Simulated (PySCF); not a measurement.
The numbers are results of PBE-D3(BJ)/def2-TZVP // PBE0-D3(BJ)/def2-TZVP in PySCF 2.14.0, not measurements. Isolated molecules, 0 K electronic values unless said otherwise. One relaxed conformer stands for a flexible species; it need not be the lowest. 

Reference species (SMILES): `Br[Si](Br)(Br)Br` (neutral, multiplicity 1).

```yaml
HOMO: -7.40 eV
S1 oscillator strength: 0.000
HOMO–LUMO gap: 4.89 eV
```

Changed species: `N[Si](N)(N)N` (4 of 4 Br replaced by NH2; the reference has 0 of 4 Br replaced by NH2).

Q: Give the shifts of the HOMO, S1 oscillator strength and HOMO–LUMO gap.

A: the HOMO goes up by 2.18 eV, to -5.22 eV; the S1 oscillator strength is nearly the same; the HOMO–LUMO gap rises by 0.38 eV, to 5.27 eV.
